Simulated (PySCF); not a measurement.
# How good is the calculation?

Bonds (- single, = double, # triple, : aromatic): C1-C2, C2-C3, C3:C4, C4:C5, C5:C6, C6:N7, N7:C8, C8:C3. C1 carries H9, H10, H11; C2 carries H12, H13; C4 carries H14; C5 carries H15; C6 carries H16; C8 carries H17.

Published estimates (parent shift plus substituent increments) and measurements: δ 13C C8 149.4; C6 147.1; C3 139.1; C4 135.1; C5 123.2; δ 1H H17 8.46; H16 8.42; H14 7.48; H15 7.19 ppm (estimated from measurements, as parent shift plus tabulated substituent increment; solution, not stated per compound (mostly CDCl3 or CCl4); Pretsch, Buehlmann, Badertscher, Structure Determination of Organic Compounds, 4th ed. (2009)).

[PySCF 2.14.0 with density-fitted response routines: coordinates at the GFN2-xTB level; GIAO PBE0/pcSseg-1 shieldings; one computed conformer; in vacuum; no relativistic terms; rapidly exchanging positions averaged]

(1) How close does the calculation come?

(2) How far are the unscaled 13C shifts from the references?

(3) How far are the unscaled 1H shifts from the references?

Answers

(1) 
Reference values: estimated from measurements, as parent shift plus tabulated substituent increment (solution, not stated per compound (mostly CDCl3 or CCl4); Pretsch, Buehlmann, Badertscher, Structure Determination of Organic Compounds, 4th ed. (2009)).
| atoms | quantity | reference | computed | computed, scaled |
| --- | --- | --- | --- | --- |
| C8 | δ 13C | 149.4 | 155.4 | 149.2 |
| C6 | δ 13C | 147.1 | 153.2 | 147.1 |
| C3 | δ 13C | 139.1 | 145.5 | 139.6 |
| C4 | δ 13C | 135.1 | 140.9 | 135.1 |
| C5 | δ 13C | 123.2 | 128.3 | 122.8 |
| H17 | δ 1H | 8.46 | 8.85 | 8.44 |
| H16 | δ 1H | 8.42 | 8.83 | 8.42 |
| H14 | δ 1H | 7.48 | 7.72 | 7.37 |
| H15 | δ 1H | 7.19 | 7.37 | 7.04 |

Computed shifts are σ(ref) − σ with the named reference compound (TMS for H and C) calculated as an isolated molecule at the same level. The measured values may be among those fitted. Shieldings were converted by linear fits to measured shifts (mostly CDCl3, TMS scale, for H and C): 13C: δ = 179.97 − 0.974σ (rms 2.1 ppm, 958 shifts, 2.3 ppm with the 13 outliers that the fit left out); 1H: δ = 30.01 − 0.943σ (rms 0.17 ppm, 504 shifts, 0.18 ppm with the 4 outliers that the fit left out). Occasional misses reach two or three times the rms, and more in compound classes unlike the fitted ones.

(2) Mean signed difference +5.88 ppm, mean absolute 5.88 ppm over 5 comparisons; the largest is +6.4 ppm at C3 (substituted aromatic carbon).

(3) Mean signed difference +0.30 ppm, mean absolute 0.30 ppm over 4 comparisons; the largest is +0.41 ppm at H16 (hydrogen on an aromatic CH next to a ring nitrogen).
